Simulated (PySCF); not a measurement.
H3Ge (SMILES [GeH3]), doublet, geometry from GFN2-xTB; HF/6-311G** (PySCF).

The PySCF input:
```python
from pyscf import gto, scf

mol = gto.M(
    atom='''
Ge    0.00179994   -0.00070314    0.05733512
H    -0.82452945   -1.12293622   -0.60015589
H    -0.59484420    1.27006913   -0.57801941
H     1.36177550   -0.12463243   -0.65654847
''',
    basis='6-311g**',
    spin=1,
    verbose=4,
)

mf = scf.UHF(mol)
mf.kernel()
mf.analyze()
```

Q: Write the output that PySCF gives for this input, abridged.

A: 
```
PySCF version 2.14.0

[INPUT] verbose = 4
[INPUT] num. atoms = 4
[INPUT] num. electrons = 35
[INPUT] charge = 0
[INPUT] spin (= nelec alpha-beta = 2S) = 1
[INPUT] symmetry False subgroup None
[INPUT] Mole.unit = angstrom
[INPUT] Symbol           X                Y                Z      unit          X                Y                Z       unit  Magmom
[...]
nuclear repulsion = 33.6277110162399
number of shells = 30
number of NR pGTOs = 108
number of NR cGTOs = 62
basis = 6-311g**
ecp = {}

******** <class 'pyscf.scf.uhf.UHF'> ********
method = UHF
initial guess = minao
damping factor = 0
level_shift factor = 0
DIIS = <class 'pyscf.scf.diis.CDIIS'>
diis_start_cycle = 1
diis_space = 8
diis_damp = 0
SCF conv_tol = 1e-09
SCF conv_tol_grad = None
SCF max_cycles = 50
direct_scf = True
direct_scf_tol = 1e-13
number electrons alpha = 18  beta = 17
Set gradient conv threshold to 3.16228e-05
init E= -2074.7490461669

cycle= 1 E= -2076.98270794154  delta_E= -2.23  |g|= 0.617  |ddm|= 0.994
cycle= 2 E= -2077.00758556186  delta_E= -0.0249  |g|= 0.277  |ddm|= 0.266
cycle= 3 E= -2077.01677874014  delta_E= -0.00919  |g|= 0.0726  |ddm|= 0.117
cycle= 4 E= -2077.01800323541  delta_E= -0.00122  |g|= 0.011  |ddm|= 0.0413
cycle= 5 E= -2077.01824574902  delta_E= -0.000243  |g|= 0.00284  |ddm|= 0.0314
cycle= 6 E= -2077.01826558508  delta_E= -1.98e-05  |g|= 0.0013  |ddm|= 0.0072
cycle= 7 E= -2077.01827077377  delta_E= -5.19e-06  |g|= 0.000535  |ddm|= 0.00401
cycle= 8 E= -2077.01827176759  delta_E= -9.94e-07  |g|= 0.000159  |ddm|= 0.00215
cycle= 9 E= -2077.01827183864  delta_E= -7.1e-08  |g|= 4.65e-05  |ddm|= 0.0007
cycle= 10 E= -2077.01827184341  delta_E= -4.77e-09  |g|= 7.59e-06  |ddm|= 0.000204
cycle= 11 E= -2077.0182718435  delta_E= -8.96e-11  |g|= 1.35e-06  |ddm|= 1.88e-05
Extra cycle  E= -2077.01827184351  delta_E= -3.18e-12  |g|= 6.87e-07  |ddm|= 2.32e-06
converged SCF energy = -2077.01827184351  <S^2> = 0.75333384  2S+1 = 2.0033311
**** SCF Summaries ****
Total Energy =                       -2077.018271843507137
Nuclear Repulsion Energy =              33.627711016239893
One-electron Energy =                -2963.865187478009375
Two-electron Energy =                  853.219204618262324
Two-electron Coulomb Energy =          931.767105847785729
DFT Exchange-Correlation Energy =      -78.547901229523404
**** MO energy ****
                             alpha | beta                alpha | beta
[...]
[...]
spin_pop of  0 Ge 3py      -0.00001
spin_pop of  0 Ge 3pz       0.00004
spin_pop of  0 Ge 4px       0.01010
spin_pop of  0 Ge 4py       0.00948
spin_pop of  0 Ge 4pz       0.74707
spin_pop of  0 Ge 5px       0.00038
spin_pop of  0 Ge 5py       0.00038
spin_pop of  0 Ge 5pz      -0.00135
spin_pop of  0 Ge 6px       0.00005
spin_pop of  0 Ge 6py       0.00005
spin_pop of  0 Ge 6pz      -0.00007
spin_pop of  0 Ge 7px      -0.00002
spin_pop of  0 Ge 7py      -0.00002
spin_pop of  0 Ge 7pz       0.00001
spin_pop of  0 Ge 8px      -0.00000
spin_pop of  0 Ge 8py      -0.00000
spin_pop of  0 Ge 8pz      -0.00001
spin_pop of  0 Ge 3dxy     -0.00001
spin_pop of  0 Ge 3dyz     -0.00008
spin_pop of  0 Ge 3dz^2     0.00002
spin_pop of  0 Ge 3dxz     -0.00008
spin_pop of  0 Ge 3dx2-y2   -0.00000
spin_pop of  0 Ge 4dxy     -0.00009
spin_pop of  0 Ge 4dyz     -0.00060
spin_pop of  0 Ge 4dz^2     0.00187
spin_pop of  0 Ge 4dxz     -0.00064
spin_pop of  0 Ge 4dx2-y2   -0.00005
spin_pop of  0 Ge 5dxy     -0.00000
spin_pop of  0 Ge 5dyz     -0.00017
spin_pop of  0 Ge 5dz^2     0.00152
spin_pop of  0 Ge 5dxz     -0.00018
spin_pop of  0 Ge 5dx2-y2    0.00001
spin_pop of  1 H 1s        0.01257
spin_pop of  1 H 2s       -0.00003
spin_pop of  1 H 3s       -0.00004
spin_pop of  1 H 2px      -0.00001
spin_pop of  1 H 2py       0.00001
spin_pop of  1 H 2pz      -0.00035
spin_pop of  2 H 1s        0.01257
spin_pop of  2 H 2s       -0.00003
spin_pop of  2 H 3s       -0.00004
spin_pop of  2 H 2px      -0.00001
spin_pop of  2 H 2py      -0.00000
spin_pop of  2 H 2pz      -0.00034
spin_pop of  3 H 1s        0.01257
spin_pop of  3 H 2s       -0.00003
spin_pop of  3 H 3s       -0.00004
spin_pop of  3 H 2px       0.00002
spin_pop of  3 H 2py       0.00000
spin_pop of  3 H 2pz      -0.00038
 ** Mulliken Spin Density (per atom)  **
spin density of  0 Ge =      0.96357
spin density of  1 H =      0.01214
spin density of  2 H =      0.01214
spin density of  3 H =      0.01214
 ** Mulliken pop alpha/beta on meta-lowdin orthogonal AOs **
 ** Mulliken pop       alpha | beta **
In total            18.00000 | 17.00000
 ** Mulliken atomic charges   ( Nelec_alpha | Nelec_beta ) **
charge of  0Ge =      0.27925  (    16.34216     15.37859 )
charge of  1H =     -0.09308  (     0.55261      0.54047 )
charge of  2H =     -0.09308  (     0.55261      0.54047 )
charge of  3H =     -0.09308  (     0.55261      0.54047 )
Dipole moment(X, Y, Z, Debye):  0.02407, -0.00940,  0.76661
```
